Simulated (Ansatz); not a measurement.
Species: TiI$_{4}$, net charge -1, doublet state. The spin state was set by rule; other spins were not relaxed. 
Geometry from a B3LYP-D3(BJ)/def2-TZVP (Ansatz, a quantum-chemistry and plane-wave program) optimisation:
```xyz
5

Ti     0.0000     0.0000     0.0000
I      2.1497    -0.5984    -1.4466
I      0.8546     0.4462     2.4783
I     -1.2387     2.1401    -0.9783
I     -1.7655    -1.9879    -0.0535
```
Charge -1, spin multiplicity 2.

Total electronic energies in hartree. Cores are frozen in the correlated levels unless marked. UHF or UKS for open shells. Spin-orbit coupling is left out. Frozen are the shells of the preceding noble gas and the d and f shells that filled before the atom's block. Past Kr the def2 sets carry scalar-relativistic core potentials. CBS(X,Y): correlation extrapolated as X^-3; Hartree-Fock from the larger set. The bracket is a focal-point correction in the basis named.

```json
[
 {"level": "HF/def2-SVP", "program": "Ansatz", "energy (Eh)": "-2035.28735"},
 {"level": "r2SCAN-D4/def2-TZVPD", "program": "Ansatz + dftd4", "energy (Eh)": "-2041.10448"},
 {"level": "B3LYP-D3(BJ)/def2-TZVPD", "program": "Ansatz + dftd3", "energy (Eh)": "-2041.07737"},
 {"level": "PBE0/def2-QZVPP", "program": "Ansatz", "energy (Eh)": "-2040.53199"},
 {"level": "r2SCAN0/def2-TZVPD", "program": "Ansatz", "energy (Eh)": "-2040.97359"},
 {"level": "HSE06-D3(BJ)/def2-TZVPD", "program": "Ansatz + dftd3", "energy (Eh)": "-2040.50904"},
 {"level": "wB97M-V/def2-TZVPD", "program": "Ansatz", "energy (Eh)": "-2040.52930"},
 {"level": "PBE-QIDH/def2-TZVPD", "program": "Ansatz", "energy (Eh)": "-2039.17741"},
 {"level": "RI-MP2/CBS(def2-TZVPPD,def2-QZVPPD)+[CCSD(T)-MP2]/def2-SVPD", "program": "Ansatz", "energy (Eh)": "-2036.3307"}
]
```

Totals of different functionals don't rank their quality; only differences between species are comparable.
